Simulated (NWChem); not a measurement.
# AlF₂ cation; SMILES [F][Al+][F]

Computed with NWChem. Pople sets run with spherical d functions. The geometry was optimised at B3LYP/6-31G* (spherical d). Vertical excitations in the gas phase.

Question: What does the run give for Hartree-Fock/6-31+G*, CIS? Quantities: lowest excitation, singlet (eV); oscillator strength of that lowest state; lowest state with f > 0.02, singlet (eV); oscillator strength of that bright state; orbital gap (eV).

Answer: 
```yaml
lowest excitation, singlet (eV): 9.52
oscillator_strength_of_that_lowest_state: 0.000
lowest state with f > 0.02, singlet (eV): 9.85
oscillator_strength_of_that_bright_state: 0.090
orbital gap (eV): 17.67
```
